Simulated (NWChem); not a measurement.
CdSiNH5; SMILES [NH2][Cd][SiH3]

```xyz
8

Cd     0.0019    -0.3355    -0.0112
N     -0.0057    -2.3477     0.0986
H      0.8135    -2.8433    -0.2461
H     -0.8245    -2.8368    -0.2565
Si    -0.0020     2.1501     0.0198
H     -1.2542     2.6951     0.6371
H      0.0899     2.7173    -1.3642
H      1.1519     2.7024     0.8003
```
Atoms are numbered in this order, from 1.

Computed with NWChem. Coordinates come from a PBE0/def2-SVP optimisation. def2 effective core potentials on Cd; no spin-orbit coupling.

Question: What does the run give for BHandHLYP/def2-SVP? Quantities: highest occupied level (eV); orbital gap (eV); dipole (D).

Answer: 
- highest occupied level (eV): -7.51
- orbital gap (eV): 7.34
- dipole (D): 1.16
